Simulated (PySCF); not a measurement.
Species: C₅H₁₀OSi.
SMILES with atom numbers: `[CH2:1]=[CH:2][CH2:3][C:4](=[CH2:5])[O:6][SiH3:7]` (hydrogens: H8, H9 on C1; H10 on C2; H11, H12 on C3; H13, H14 on C5; H15, H16, H17 on Si7)

Method used: TDDFT PBE0/def2-SVPD, vertical, gas phase, core orbitals frozen in the response (PySCF 2.14.0, density-fitted response routines). One conformer (not necessarily the lowest) at the GFN2-xTB geometry, without solvent, vibrations or thermal averaging. Torsions of this conformer, `[CH2:1]=[CH:2][CH2:3][C:4](=[CH2:5])[O:6][SiH3:7]`: C1–C2–C3–C4 -118°, C2–C3–C4–C5 -100°, C3–C4–O6–Si7 -14°.

Each state is given a Gaussian of 0.4 eV full width at half maximum, with ε(max) = 2.175×10⁸ f / Δν̃ (Δν̃ the width in cm⁻¹). The cross-section is σ = 3.8235×10⁻²¹ ε cm², given in Mb (10⁻¹⁸ cm²). The width is an assumption, not a result. The curve ends short of the highest state used, and states not computed would add to its high-energy end.

λ (nm), σ (Mb) and a bar:
```
    189.0      50.87 ##############################
    190.7      34.22 ####################
    192.4      21.59 #############
    194.1      12.94 ########
    195.8       7.53 ####
    197.6       4.33 ###
    199.3       2.90 ##
    201.0       2.44 #
    202.7       2.53 #
    204.4       2.90 ##
    206.1       3.38 ##
    207.8       3.93 ##
    209.5       4.60 ###
    211.2       5.50 ###
    212.9       6.70 ####
    214.6       8.19 #####
    216.4       9.93 ######
    218.1      11.46 #######
    219.8      12.59 #######
    221.5      13.10 ########
    223.2      12.85 ########
    224.9      11.91 #######
    226.6      10.43 ######
    228.3       8.64 #####
    230.0       6.80 ####
    231.7       5.08 ###
    233.4       3.62 ##
    235.1       2.46 #
    236.9       1.55 #
    238.6       0.97 #
    240.3       0.58 
    242.0       0.33 
    243.7       0.18 
    245.4       0.10 
    247.1       0.05 
    248.8       0.03
```

Q: Where are the band maxima, and which computed states make them?

A: 222 nm (5.59 eV), ε about 3400, made up of S1 (98%) (ε in L mol⁻¹ cm⁻¹; maxima over ε = 5, shares over 10%). At its high-energy end, 6.56 eV, the curve is still rising (ε about 13000, from S3, S4 and S5). The states used: S1 5.58 eV (f 0.050); S2 5.97 eV (f 0.011); S3 6.56 eV (f 0.040); S4 6.77 eV (f 0.286); S5 6.83 eV (f 0.078); S6 6.91 eV (f 0.019); S7 7.03 eV (f 0.019); S8 7.16 eV (f 0.044).

Q: On this curve, what absorbance would a 10⁻⁴ mol/L sample give at 222 nm over a 1 cm path?

A: 222 nm is 5.585 eV, where ε is about 3400 L mol⁻¹ cm⁻¹, so A = ε c l ≈ 0.34 (Beer–Lambert, with the gas-phase spectrum and the assumed width).

Q: What would ε be at 5.59 eV, the highest of these maxima, with half the width (0.2 eV)?

A: About 6720 L mol⁻¹ cm⁻¹ against 3430, a factor of about 1.96; a lone state at its own centre would give exactly 2.

Q: Coming from long wavelengths, where does ε first pass 100 L mol⁻¹ cm⁻¹?

A: At about 242 nm (5.13 eV), 0.45 eV below S1.
